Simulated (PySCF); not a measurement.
O3 (SMILES O=[O+][O-]), singlet, at a GFN2-xTB geometry. Base run: PySCF with CASSCF(2,2)/cc-pVDZ.

Here is a job for PySCF.
```python
from pyscf import gto, scf, mcscf
import numpy

mol = gto.M(
    atom='''
O    -0.069457    1.073263   -0.188815
O     0.003625   -0.005920    0.409754
O     0.065833   -1.067343   -0.220940
''',
    basis='cc-pvdz',
    charge=0,
    spin=0,
    verbose=4,
)

mf = scf.RHF(mol)
mf.kernel()
mc = mcscf.CASSCF(mf, 2, 2)
mc.fix_spin_(ss=0.0)
mc.kernel()
occ = numpy.linalg.eigvalsh(mc.fcisolver.make_rdm1(mc.ci, mc.ncas, mc.nelecas))[::-1]
ss = mc.fcisolver.spin_square(mc.ci, mc.ncas, mc.nelecas)[0]
print('natural occupations', occ.round(4), ' <S^2>', round(ss, 4))
```

Each row names what was changed in the base input (with any setting that the change needs).

| change | ΔE vs base (mEh) | natural occupations | <S^2> of the state |
|---|---|---|---|
| base | 0.000 | 1.65 0.35 | 0.00 |
| active space = 2 electrons, 3 orbitals | -0.366 | 1.65 0.35 0.00 | 0.00 |
| active space = 6 electrons, 5 orbitals | -58.631 | 1.98 1.96 1.74 0.28 0.04 | 0.00 |
| active space = 10 electrons, 9 orbitals | -148.9 | 1.98 1.97 1.96 1.95 1.82 0.21 0.05 0.04 0.01 | 0.00 |
| conv_tol = 1e-5 | 0.000 | 1.65 0.35 | 0.00 |
| orbitals = fixed (CASCI) | 29.743 | 1.80 0.20 | 0.00 |
| fix_spin_ = off | 0.000 | 1.65 0.35 | 0.00 |
| state_average = 2 states | 41.668 | - | - |
| solver = newton | 0.000 | 1.65 0.35 | 0.00 |
| start = MP2 natural orbitals | 0.000 | 1.65 0.35 | 0.00 |
| orbitals = fixed (CASCI); correction = SC-NEVPT2 | -531.6 | 1.80 0.20 | 0.00 |

Active orbitals are taken around the Fermi level unless the row says otherwise; CASSCF can end in different local minima, and two programs can end on different orbitals. State-averaged rows give the lowest state.
